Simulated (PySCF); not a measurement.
CH6ClNSi.

```xyz
10

Si     0.3780    -0.7609     0.1283
Cl     1.4666     1.0092    -0.1776
N     -1.2705    -0.5153     0.5384
C     -2.2766     0.0036    -0.3748
H      0.4460    -1.5012    -1.1560
H      1.0229    -1.4767     1.2564
H     -1.4794    -0.3376     1.5172
H     -2.3308     1.1087    -0.3914
H     -2.0513    -0.3278    -1.4012
H     -3.2782    -0.3830    -0.1221
```

Geometry: B3LYP-D3(BJ)/def2-SVP. One conformer was computed; it need not be the lowest.

Computed with PBE0/pcSseg-1 run with PySCF. Non-relativistic, no solvent.

Computed absolute GIAO shielding of each atom: isotropic value and principal components (ppm):
```json
[
 {"atom": "Si1", "σ(iso)": "370.0", "σ11": "323.8", "σ22": "375.0", "σ33": "411.3", "span": "87.5"},
 {"atom": "Cl2", "σ(iso)": "894.8", "σ11": "742.5", "σ22": "928.5", "σ33": "1013.3", "span": "270.8"},
 {"atom": "N3", "σ(iso)": "222.8", "σ11": "202.5", "σ22": "219.6", "σ33": "246.3", "span": "43.8"},
 {"atom": "C4", "σ(iso)": "152.0", "σ11": "129.9", "σ22": "141.2", "σ33": "184.8", "span": "54.9"},
 {"atom": "H5", "σ(iso)": "26.2", "σ11": "21.8", "σ22": "25.2", "σ33": "31.5", "span": "9.6"},
 {"atom": "H6", "σ(iso)": "26.2", "σ11": "21.8", "σ22": "25.0", "σ33": "31.8", "span": "10.1"},
 {"atom": "H7", "σ(iso)": "30.5", "σ11": "22.3", "σ22": "29.0", "σ33": "40.1", "span": "17.7"},
 {"atom": "H8", "σ(iso)": "28.4", "σ11": "23.2", "σ22": "26.8", "σ33": "35.1", "span": "11.9"},
 {"atom": "H9", "σ(iso)": "28.7", "σ11": "25.1", "σ22": "27.0", "σ33": "34.1", "span": "9.1"},
 {"atom": "H10", "σ(iso)": "28.5", "σ11": "23.5", "σ22": "26.2", "σ33": "35.6", "span": "12.1"}
]
```
